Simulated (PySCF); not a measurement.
Electron correlation in B³⁺ (boron, charge +3)

1s2, closed-shell 1S. All numbers are calculated (PySCF 2.14, the non-relativistic Hamiltonian (point nucleus), in def2-QZVPPD). Frozen: nothing; 2 electrons correlated.

With two correlated electrons CCSD is exact within the correlated space (frozen core and kept virtual orbitals).

```csv
level,correlation energy (mhartree)
CCSD,-17.14
```

Diagnostics: T1 = 0.00061, D1 = 0.0009, largest double amplitude 0.008.

Cost of the coupled-cluster step: roughly 0.7 core-seconds, for 2 correlated electrons.

This basis was not built for core-valence correlation, so the inner-shell part is incomplete.
